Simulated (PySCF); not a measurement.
InI2, SMILES [I][In+][I], charge +1.

Coordinates come from a B3LYP-D3(BJ)/def2-SVP optimisation. The multiplicity is an assumed one; other spin states were not compared. The isomer is the one that the SMILES or the coordinates give; other isomers of the formula were not compared. The def2 effective core potentials stand for the cores of I, In; spin–orbit coupling is left out.

Two levels are set side by side: PBE/def2-TZVPD (PySCF) and PBE0/def2-TZVPD (PySCF). Same geometry, gas phase. Differences are taken from unrounded values.

| quantity | PBE0 |
|---|---|
| orbital gap (eV) | 4.24 |
| highest occupied level (eV) | -12.86 |
| lowest empty level (eV) | -8.62 |
| mean polarisability (bohr³) | 103.7 |

Task: What does PBE give, and how far is it from PBE0? (An estimate is asked for; the answer gives what the named calculation found.)

Result: 
```
quantity                        PBE  PBE minus PBE0
---------------------------  ------  --------------
orbital gap (eV)               2.40           -1.84
highest occupied level (eV)  -11.75            1.11
lowest empty level (eV)       -9.36           -0.73
mean polarisability (bohr³)   107.0             3.3
```

PBE's occupied levels lie high since its potential decays too fast outside the molecule; exact exchange lowers them and widens the gap. PBE's more diffuse valence density responds more strongly to a field. Differences between two approximate levels are no errors against the true value.

Rough cost on one machine, each run with all the roots and properties that it gave: PBE0 against PBE within a factor of 2.
